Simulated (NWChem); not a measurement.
# SiH2S2F2; SMILES F[Si](F)(S)S

```xyz
7

F     -0.1196    -1.2856    -1.3186
Si     0.0000     0.0000    -0.3589
F      0.1196     1.2856    -1.3186
S     -1.7836    -0.0207     0.7708
S      1.7836     0.0207     0.7708
H     -1.3851     1.0074     1.5525
H      1.3851    -1.0074     1.5525
```
Atoms are numbered in this order, from 1.

Results from NWChem. The geometry was optimised at PBE0/def2-SVP. Level: PBE0/def2-SVP with SMD (1 M gas to 1 M solution), gas-phase geometry. Reactions with the solvent are ignored.

Problem. Predict the results for solvent n-hexane. Quantities: solvation free energy (kcal/mol); cavity-dispersion-structure term (kcal/mol); dipole in solution (D).

Solution. 
```
Item                                         Value
-------------------------------------------  -----
solvation free energy (kcal/mol)              -4.1
cavity-dispersion-structure term (kcal/mol)   -2.0
dipole in solution (D)                        2.65
```
